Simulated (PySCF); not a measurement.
Excitations are Tamm–Dancoff values on a coarser integration grid. The basis has no diffuse functions, so Rydberg states are missing or too high.

Z-matrix (Å, degrees):
```
C
C 1 1.3364
O 1 1.3584 2 119.52
H 3 0.9608 1 109.75 2 180.00
H 2 1.0868 1 116.20 3 0.00
C 1 1.4912 2 125.67 5 -180.00
H 6 1.0892 1 111.96 2 0.00
H 6 1.0953 7 107.98 1 121.82
H 6 1.0953 7 107.98 8 116.36
Si 2 1.8449 5 118.77 1 -180.00
H 10 1.4862 2 108.99 5 0.00
H 10 1.4916 11 108.13 2 -122.59
H 10 1.4916 11 108.13 12 -114.81
```
Charge 0, multiplicity 1.

Q: Predict the brightest of the four lowest singlets (TDA), total energy and LUMO from PBE0-D3(BJ)/def2-TZVP (PySCF).

A: 
brightest of the four lowest singlets (TDA): 6.46 eV
total energy: -483.5699 Ha
LUMO: 0.01 eV
